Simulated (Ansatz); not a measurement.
Relaxation of a periodic cell of 17 atoms, Si (host Si, host structure diamond, interstitial Si), to a largest force component of 0.03 eV/Å in at most 60 steps.

The calculation used DFT PBE, scalar-relativistic, plane waves, PAW in Ansatz. Settings: PAW set soft_1, cutoff 420 eV, k mesh 2x2x2, fermi-dirac smearing 0.05 eV, no spin polarisation.

```xyz
17
Lattice="0.0000 5.4300 5.4300 5.4300 0.0000 5.4300 5.4300 5.4300 0.0000" Properties=species:S:1:pos:R:3
Si 0.000 0.000 0.000
Si 1.357 1.357 1.357
Si 2.715 2.715 0.000
Si 4.072 4.072 1.357
Si 2.715 0.000 2.715
Si 4.072 1.357 4.072
Si 5.430 2.715 2.715
Si 6.787 4.072 4.072
Si 0.000 2.715 2.715
Si 1.357 4.072 4.072
Si 2.715 5.430 2.715
Si 4.072 6.787 4.072
Si 2.715 2.715 5.430
Si 4.072 4.072 6.787
Si 5.430 5.430 5.430
Si 6.787 6.787 6.787
Si 7.388 8.754 7.444
```

Task: Where does it end, and by what steps?

Result: The forces met the threshold. Limits of this set-up: coarse k mesh. After 9 steps the energy has fallen by 1.129 eV; Si1 moved furthest, 0.47 Å. Joined: Si1–Si17 (3.51 → 2.61 Å).

```
step  energy less start (eV)  largest force component (eV/Å)  accepted
   0                  0.0000                           3.201       yes
   1                 -0.8080                           1.279       yes
   2                 -1.0592                           0.193       yes
   3                 -1.0844                           0.115       yes
   4                 -1.0944                           0.064       yes
   5                 -1.1192                           0.111       yes
   6                 -1.1242                           0.105       yes
   7                 -1.1077                           0.132        no
   8                 -1.1281                           0.044       yes
   9                 -1.1290                           0.009       yes
```

```xyz
17
Lattice="0.0000 5.4300 5.4300 5.4300 0.0000 5.4300 5.4300 5.4300 0.0000" Properties=species:S:1:pos:R:3
Si 0.264 -0.274 0.268
Si 1.412 1.420 1.415
Si 2.672 2.748 -0.028
Si 4.000 4.008 1.416
Si 2.824 0.180 2.827
Si 4.315 1.107 4.318
Si 5.242 2.598 2.827
Si 6.741 4.113 4.089
Si -0.031 2.748 2.676
Si 1.412 4.008 4.004
Si 2.673 5.452 2.677
Si 3.981 6.870 3.985
Si 2.824 2.598 5.245
Si 4.085 4.112 6.743
Si 5.332 5.520 5.335
Si 6.741 6.766 6.743
Si 7.201 9.080 7.205
```

Run time: 40 s on 1 thread of Arm Neoverse V2, on a shared host, peak memory 0.49 GiB.
